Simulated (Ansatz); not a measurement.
`[O]=[W]([OH])([F])=[S]` + NH₃ → `[NH2][W](=[O])([OH])=[S]` + H–F at 600 K and 1 bar (ligand exchange at a W–F bond).

Calculated with Ansatz (gas phase, PBE0-D4/def2-TZVP geometries, no zero-point term in ΔE). CCSD(T)/CBS is the MP2 limit (def2-TZVPP, def2-QZVPP) plus CCSD(T) − MP2 in def2-TZVPP, frozen cores. This one scheme is used for every species. def2 core potentials past Kr. For W outer-core shells are correlated without core-valence functions, which leaves a few kJ/mol of doubt a bond. Each species was taken in one conformer, which may not be the lowest.

```
                   species  CCSD(T)/CBS energy (Eh)  H − E (kJ/mol)  S (J/(mol·K))
  `[O]=[W]([OH])([F])=[S]`               -715.66256           105.4          418.7
                       NH₃                -56.50880           112.4          219.5
`[NH2][W](=[O])([OH])=[S]`               -671.76091           175.2          448.9
                       H–F               -100.39570            42.3          194.0
```

H − E and S are ideal-gas, rigid-rotor, harmonic terms from PBE0-D4/def2-TZVP, for one conformer and one mirror image of each species. 1 Eh = 2625.50 kJ/mol, R = 8.31446 J/(mol·K).

By hand: ΔE, ΔH, ΔS and ΔG.

ΔE = (-671.76091) + (-100.39570) − (-715.66256) − (-56.50880) = 0.01475 Eh = 38.7 kJ/mol. Δ(H − E) = 175.2 + 42.3 − 105.4 − 112.4 = -0.3, so ΔH = 38.4 kJ/mol. ΔS = 448.9 + 194.0 − 418.7 − 219.5 = 4.7 J/(mol·K). ΔG = 38.4 − 600 × (4.7)/1000 = 35.6 kJ/mol.

By hand: the equilibrium constant, and the temperature at which ΔG would vanish if ΔH and ΔS stayed fixed.

log₁₀ K = −ΔG/(RT ln 10) = -3.1. ΔG = 0 at ΔH/ΔS = 8170 K, far beyond where these terms or the molecules hold.

The number of gas molecules stays the same, so ΔS is small and ΔH decides. A doubt of 5 kJ/mol in ΔE shifts log₁₀ K by 0.4 here. Other conformers and mirror images would add mixing entropy, several J/(mol·K) or more a flexible species. These are equilibria of isolated gas molecules and say nothing of rates. Largest T1 diagnostic: 0.023 (customary marks: 0.02 for closed shells, 0.045 for open ones).
